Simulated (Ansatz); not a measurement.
InSi20H32⁻, a doped nanocrystal cut from the lattice of silicon (In on an inner site). Charge -1, multiplicity 1. Geometry PBE-D4/def2-SVP.

```xyz
53

Si    2.2648   -3.7777   -0.9932
Si    0.4659   -2.9248    2.4588
Si    2.5101   -0.0175    3.3667
Si   -1.6593   -3.1749   -1.3838
In    0.9757   -0.0138   -0.5170
Si   -1.3680   -0.5191   -3.8951
Si   -3.2097    0.2067   -0.8067
Si   -1.1102    0.4451    3.0713
Si    0.9241    3.5567    3.6386
Si   -0.9843    3.3393    0.3006
Si   -2.6935    3.0905   -3.1548
Si    0.2502   -4.3800   -2.0619
Si    2.1561   -4.1260    1.3374
Si    2.8331   -1.5426   -1.4825
Si    0.6911   -0.6290    2.0127
Si    2.8835    2.3046    3.2250
Si   -1.2666   -0.8661   -1.5743
Si    1.0039    2.5762   -0.6961
Si   -1.1596    1.7775   -4.3790
Si   -2.8721    2.5385   -0.8647
Si   -1.0310    2.7503    2.5841
H     3.3013   -4.7657   -1.5013
H     0.5772   -3.2312    3.9389
H    -0.8771   -3.4479    2.0123
H     3.7810   -0.7257    2.9493
H     2.2841   -0.3556    4.8259
H    -2.0019   -3.5652    0.0329
H    -2.8226   -3.6232   -2.2461
H    -0.2553   -1.2524   -4.6131
H    -2.6686   -1.0007   -4.5049
H    -3.5716   -0.2281    0.5926
H    -4.4133   -0.0879   -1.6799
H    -1.0515    0.3133    4.5805
H    -2.4373   -0.1283    2.6370
H     0.6969    3.5090    5.1352
H     1.1675    5.0091    3.2915
H    -1.1146    4.8521    0.2803
H    -4.0502    2.8691   -3.7904
H    -2.3708    4.5571   -3.3397
H     0.0164   -5.8662   -1.8928
H     0.4293   -4.1497   -3.5465
H     2.0200   -5.6079    1.6165
H     3.4835   -3.7063    1.9304
H     4.2194   -1.3261   -0.9107
H     2.9977   -1.4738   -2.9869
H     3.9245    2.7473    4.2335
H     3.4299    2.6431    1.8624
H     1.0235    3.1530   -2.0948
H     2.1281    3.2736    0.0380
H     0.2471    2.2285   -4.0838
H    -1.4040    2.0473   -5.8497
H    -4.1028    3.2605   -0.3527
H    -2.1900    3.4649    3.2502
```

In the def2 sets In takes a core potential; there is no spin–orbit coupling. Single mean-field runs in def2-SVP are fitted with def2-universal-jkfit.

(1) Estimate the orbital energies around the gap (eV) in Ansatz with PBE-D4/def2-SVP, PBE0-D4/def2-SVP.

## Answers

(1) 
```
orbital  PBE-D4/def2-SVP  PBE0-D4/def2-SVP
 HOMO−5            -3.86             -4.88
 HOMO−4            -3.68             -4.67
 HOMO−3            -3.62             -4.62
 HOMO−2            -3.02             -3.95
 HOMO−1            -3.00             -3.91
   HOMO            -2.97             -3.89
   LUMO             0.80              1.44
 LUMO+1             0.92              1.56
 LUMO+2             0.96              1.63
 LUMO+3             0.99              1.64
 LUMO+4             1.16              1.86
 LUMO+5             1.18              1.87
```
